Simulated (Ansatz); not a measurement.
Computed with Ansatz on PBE0-D4/def2-TZVP structures; ΔE is electronic, products minus reactants. CCSD(T)/CBS is the MP2 limit (def2-TZVPP, def2-QZVPP) plus CCSD(T) − MP2 in def2-TZVPP, frozen cores. Functionals use def2-TZVPP. Elements past krypton have def2 core potentials. For Br, In outer-core shells are correlated without core-valence functions, which leaves a few kJ/mol of doubt a bond. Scalar relativity is left out up to krypton. One conformer a species, not always the lowest.

`CSB(N)F` + `[CH3][In]([OH])[Br]` → `CSB(C)N` + `[OH][In]([F])[Br]`  (redistribution)

(1) Is it downhill or uphill in electronic energy at CCSD(T)/CBS, and by how much? (An estimate is asked.)

(2) What do these levels give: r2SCAN-D4, ωB97X-V, SCS-MP2/def2-TZVPP, MP2/def2-QZVPP, HF/CBS(def2), CCSD/CBS(def2)? (Estimate.)

Largest T1 diagnostic among the species: 0.014.

## Answers

(1) The calculation gave: Uphill: ΔE = +75.7 kJ/mol.

(2) The calculation gave: r2SCAN-D4 77.0, ωB97X-V 74.1, SCS-MP2/def2-TZVPP 81.5, MP2/def2-QZVPP 79.0, HF/CBS(def2) 82.0, CCSD/CBS(def2) 77.7 kJ/mol.

The D4 term adds −4.2 kJ/mol with B3LYP and −2.3 kJ/mol with PBE0; it sums over pairs of atoms, weighted by their polarisabilities, and B3LYP, whose exchange is more repulsive, gets the larger term. From PBE to PBE0 (25 % exact exchange), in def2-TZVPP and without D4, ΔE moves by +5.2 kJ/mol.

B3LYP here is the variant with VWN-RPA as its local correlation; programs differ in this.
